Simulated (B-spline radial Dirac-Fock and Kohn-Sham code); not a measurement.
Relativistic shifts of the levels of Ir⁵¹⁺

System: Ir⁵¹⁺, configuration [Ar] 3d8.

Both columns are ΔSCF binding energies of the configuration average from a radial B-spline solver: non-relativistic Hartree-Fock with a point nucleus, and Dirac-Fock with a finite nucleus and the Coulomb interaction alone, averaged over the two j levels with weights 2j+1.

```
shell  Hartree-Fock (eV)  Dirac-Fock (eV)  shift (eV)  shift (%)
   1s            72733.2          79552.9    +6819.67      +9.38
   2s            14579.3          16442.4    +1863.19     +12.78
   2p            14111.0          14765.3     +654.32      +4.64
   3s             5405.5           5921.8     +516.23      +9.55
   3p             5194.3           5411.1     +216.79      +4.17
   3d             4834.8           4850.0      +15.18      +0.31
```

Relativity binds 1s, 2s, 2p, 3s, 3p, 3d more strongly, among those listed most of all 2s in relative terms.

Values without a named source are computed, but for edge energies of neutral atoms, which are taken from tables.
